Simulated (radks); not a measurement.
Results of a calculation; reference values are marked as such.
All-electron atom: S4+ in [Ne] 3s2 (the NIST ground configuration). Code: a radial shooting solver on a logarithmic mesh with Libxc functionals. Model: scalar-relativistic Kohn-Sham, BLYP, spin-polarised, spherical densities, point nucleus.

Normalised radial functions P(r) = r R(r), r in bohr:

r              2s      2p
0.003528   0.1174  0.0017
0.004976   0.1613  0.0033
0.007075   0.2211  0.0065
0.009981   0.2965  0.0124
0.01419    0.3919  0.0241
0.02018    0.5018  0.0463
0.02846    0.6102  0.0860
0.04047    0.6931  0.1578
0.05709    0.6975  0.2760
0.08118    0.5541  0.4652
0.1154     0.1965  0.7326
0.1628    -0.3607  1.0453
0.2315    -1.0084  1.3348
0.3292    -1.4536  1.4543
0.4643    -1.4408  1.2959
0.6603    -0.9919  0.8853
0.9314    -0.4529  0.4348
1.324     -0.1168  0.1314
1.883     -0.0140  0.0204
2.656     -0.0006  0.0013
3.777     0.0000  0.0000

2s: eigenvalue -270.99 eV, 1 radial node at r = 0.132 bohr, <r> = 0.477 bohr, 90 % of the charge inside 0.748 bohr. 2p: eigenvalue -216.27 eV, 0 radial nodes, <r> = 0.440 bohr, 90 % of the charge inside 0.732 bohr.
